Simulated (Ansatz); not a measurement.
C2H9GaSi (`CC[SiH2][GaH2]`), relaxed with RKS PBE0-D4/def2-TZVP in Ansatz from a GFN2-xTB geometry. The force threshold is 0.005 eV/Å; the program also tests the step.

The species carries charge 0 and has multiplicity 1.

Start:

```xyz
13

C     1.043    1.189   -0.268
C     0.356    0.218   -1.221
Si   -1.213   -0.522   -0.402
Ga   -0.523   -1.198    1.815
H     1.974    1.566   -0.691
H     0.399    2.041   -0.057
H     1.278    0.691    0.681
H     1.051   -0.587   -1.474
H     0.116    0.730   -2.153
H    -2.267    0.519   -0.406
H    -1.709   -1.628   -1.252
H    -1.331   -2.196    2.801
H     0.827   -0.824    2.627
```

```
         step  energy (eV)  largest force (eV/Å)  largest move (Å)
            1  -62464.2017                 0.905             0.000
            2  -62464.3410                 0.353             0.196
            3  -62464.3648                 0.107             0.074
            4  -62464.3735                 0.057             0.075
            5  -62464.3797                 0.057             0.099
 6 (rejected)  -62464.3779                 0.124             0.129
            7  -62464.3817                 0.030             0.063
            8  -62464.3827                 0.064             0.095
            9  -62464.3835                 0.034             0.038
10 (rejected)  -62464.3826                 0.070             0.054
           11  -62464.3840                 0.013             0.026
           12  -62464.3845                 0.018             0.066
           13  -62464.3847                 0.046             0.100
           14  -62464.3849                 0.026             0.004
           15  -62464.3851                 0.006             0.018
           16  -62464.3851                 0.022             0.054
           17  -62464.3852                 0.019             0.015
           18  -62464.3852                 0.013             0.004
           19  -62464.3853                 0.003             0.020
           20  -62464.3853                 0.004             0.014
           21  -62464.3853                 0.005             0.007
```

End:

```xyz
13

C     1.041    1.362   -0.380
C     0.426    0.207   -1.163
Si   -1.078   -0.544   -0.309
Ga   -0.603   -1.410    1.894
H     1.904    1.788   -0.900
H     0.320    2.170   -0.227
H     1.384    1.038    0.607
H     1.166   -0.585   -1.316
H     0.123    0.540   -2.161
H    -2.144    0.498   -0.191
H    -1.651   -1.641   -1.146
H    -1.744   -2.012    2.799
H     0.856   -1.412    2.494
```

It took 42 s on 4 threads of an Intel Xeon 6975P-C on a shared host, with 0.65 GiB of host memory at the peak.
